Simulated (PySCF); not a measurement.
**Bonding in `Cl[Si](Cl)(Cl)Cl`**

Species: SiCl4.
Atom-mapped SMILES: `[Cl:1][Si:2]([Cl:3])([Cl:4])[Cl:5]`

Geometry (PBE0-D3(BJ)/def2-TZVP, Å), atoms numbered from 1 in this order:
```
atom  x, y, z in Å
Cl1    1.6915    0.6695   -0.8982
Si2    0.0064   -0.0055   -0.0088
Cl3    0.1869    0.1717    1.9968
Cl4   -1.5745    1.0847   -0.6405
Cl5   -0.2787   -1.9479   -0.4909
```

Bond orders from the PBE0/pcSseg-2 density (PySCF). Geometry: PBE0-D3(BJ)/def2-TZVP; no solvent, vibrations or thermal averaging.

Question: Where do the orders between heavy atoms depart from those drawn in the SMILES?

Answer: The largest departure is 0.099, at Cl1–Si2 (drawn single, 1.099), Si2–Cl4 (drawn single, 1.099), Si2–Cl5 (drawn single, 1.099) and Si2–Cl3 (drawn single, 1.098).

Question: Set the Mayer orders of the bonds beside their lengths.

Answer: 
```json
{"bond": "Cl1–Si2", "drawn as": "single", "length (Å)": "2.021", "Mayer order": "1.099"}
{"bond": "Si2–Cl3", "drawn as": "single", "length (Å)": "2.021", "Mayer order": "1.098"}
{"bond": "Si2–Cl4", "drawn as": "single", "length (Å)": "2.022", "Mayer order": "1.099"}
{"bond": "Si2–Cl5", "drawn as": "single", "length (Å)": "2.021", "Mayer order": "1.099"}
```

Question: Sum the orders of all bonds at each heavy atom with more than one neighbour and set the sums beside the valence in the SMILES.

Answer: Si2 4.395 (drawn 4). Orders between atoms that aren't bonded are not in these sums.

For a closed shell the Mayer order of atoms A and B is Σ (PS)μν (PS)νμ over the basis functions μ on A and ν on B, with P the density and S the overlap matrix.

The run behind these numbers computed NMR shieldings as well. On 2 threads, Intel Xeon at 2.50 GHz (x86_64), on a shared host, this took 60 s wall, 94 s CPU and 1.4 GiB of memory at its peak.
